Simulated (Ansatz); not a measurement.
Geometry optimisation, RKS B3LYP-D4/def2-SVP (Ansatz 0.2.0).

Input file:

```yaml
crystal:
  periodic: [false, false, false]
  atoms:
    - { symbol: Al, position_ang: [0.170814, -0.58215, -0.482106] }
    - { symbol: Cl, position_ang: [0.112872, 0.143196, 2.859606] }
    - { symbol: Cl, position_ang: [1.875171, 0.43098, -1.09489] }
    - { symbol: F, position_ang: [-1.33754, 0.011911, -0.793332] }
    - { symbol: Br, position_ang: [0.33551, -2.756846, 0.439766] }
    - { symbol: H, position_ang: [0.204473, -1.17859, 2.687755] }
basis:
  gaussian: { orbitals: def2-SVP }
hamiltonian:
  xc: b3lyp
  dispersion: d4
relax:
  f_tol: 0.03
  max_steps: 50
```

Launched with:

```bash
$ ansatz run input.yaml --threads 2 --pin off --max-ram 3072MiB --backend cpu --events-out ev --progress --plain --runs-dir out
```

**Question.** Where does it end, and by what steps?

**Answer.** The forces met the threshold. After 9 steps the energy has fallen by 0.321 eV; Cl2 moved furthest, 0.57 Å. Joined: Al1–Cl2 (3.42 → 2.57 Å).

| step | energy less start (eV) | largest force component (eV/Å) | accepted |
| --- | --- | --- | --- |
| 0 | 0.0000 | 1.142 | yes |
| 1 | -0.1580 | 0.841 | yes |
| 2 | -0.2432 | 1.059 | yes |
| 3 | -0.2902 | 1.040 | yes |
| 4 | -0.3006 | 0.839 | yes |
| 5 | -0.3138 | 0.607 | yes |
| 6 | -0.3149 | 0.215 | yes |
| 7 | -0.3210 | 0.042 | yes |
| 8 | -0.3214 | 0.031 | yes |
| 9 | -0.3214 | 0.009 | yes |

```xyz
6
Properties=species:S:1:pos:R:3
Al 0.179 -0.588 -0.170
Cl 0.154 0.147 2.290
Cl 1.858 0.431 -0.896
F -1.328 -0.013 -0.565
Br 0.338 -2.798 0.336
H 0.161 -1.111 2.622
```

Whether the end is a true minimum wasn't checked by a vibrational analysis.

Run time: 37 s on 2 threads of Arm Neoverse V1, with other jobs on the host, peak memory 0.26 GiB.
